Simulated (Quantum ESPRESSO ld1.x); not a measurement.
Results of a calculation; reference values are marked as such.
Problem. C2+, configuration 1s1 2s2 3d1 (not the ground configuration). Code: ld1.x of Quantum ESPRESSO 7.5. Model: Dirac Kohn-Sham, relativistic LDA (MacDonald-Vosko exchange, VWN5 correlation), spin-unpolarised, spherical densities, point nucleus; open shells are shared between the two j in proportion to 2j + 1. Some entries of the table are withheld. Estimate them.

orbital,occ.,eigenvalue (hartree),<r> (bohr),<r^2> (bohr^2)
1s1/2,1,(1),0.2578,0.08926
2s1/2,2,-1.9998,1.188,1.663
2p1/2,0,-1.7536,1.060,1.376
2p3/2,0,-1.7524,1.061,1.377
3s1/2,0,-0.5904,3.245,11.96
3d3/2,0.4,-0.4236,(2),11.38
3d5/2,0.6,-0.4236,(3),11.38

Solution. 
(1) 1s1/2 eigenvalue (hartree): -13.6492
(2) 3d3/2 <r> (bohr): 3.122
(3) 3d5/2 <r> (bohr): 3.123
